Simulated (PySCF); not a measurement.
**Spinor energies of Tc²⁺ (technetium, charge +2)**

Start: [Kr] 4d4 5p1; 4d5/2 filled at m_j = -1/2, +1/2, +3/2, +5/2; 5p3/2 filled at m_j = +3/2. Calculated with PySCF 2.14 in x2c-TZVPall-2c (8s9p7d1f, 77 functions): generalised Hartree-Fock with the X2C-1e Hamiltonian and a Gaussian nucleus; one run each with spin-orbit coupling (SO) switched off, then screened by Boettger's factors. This is a chosen level, not necessarily the ground level.

```csv
spinor shell,electrons,"ε, spin-free (eV)","ε, screened SO (eV)",weight of nominal j (screened SO),"rms radius, screened SO (bohr)"
1s1/2,2,-21182.2,-21181.0,1.000,0.0394
2s1/2,2,-3119.0,-3118.7,1.000,0.162
2p1/2,2,-2787.1,-2868.8,1.000,0.141
3s1/2,2,-595.11,-595.09,1.000,0.442
3p1/2,2,-483.27,-497.50,1.000,0.439
3p3/2,4,-483.27,-476.69,1.000,0.450
3d3/2,4,-302.28,-304.70,0.969,0.433
3d5/2,6,-302.28,-300.69,0.979,0.436
4s1/2,2,-111.39,-111.43,1.000,1.13
4p1/2,2,-77.503,-81.963,0.690,1.24
4p3/2,4,-77.503,-75.420,0.845,1.25
4d5/2,4,-34.681,-34.686,0.666,1.66
5p3/2,1,-17.770,-17.659,1.000,3.53
```

(1) Where does 2p3/2 lie, and what is the 2p spin-orbit splitting (screened SO)?

| quantity | spin-free | screened SO |
| --- | --- | --- |
| E (hartree) | -4281.63366 | -4282.17936 |
| M_J | 11/2 | 11/2 |
| ⟨J²⟩ | 35.755 | 35.756 |
| ⟨L²⟩ | 12.004 | 12.072 |
| ⟨S²⟩ | 8.751 | 8.724 |

Each row is a mean over spinors that exchange with the open shell spreads, by up to 9.977 eV (4p3/2).

Rows whose weight is well below 1 are mixtures of j = l ± 1/2: exchange outweighs spin-orbit coupling there, and the label is only the starting occupation.

Breit and QED terms are absent; they matter most for the inner s and p1/2 levels.

Densities and radii are taken from the X2C orbitals without a picture-change correction, which distorts them close to the nucleus.

Without spin-orbit coupling the j labels of p, d and f shells carry no meaning; the spin-free column gives the mean over the occupied spinors of each nl shell.

Results:

(1) At -2749.1 eV, 119.73 eV above 2p1/2.
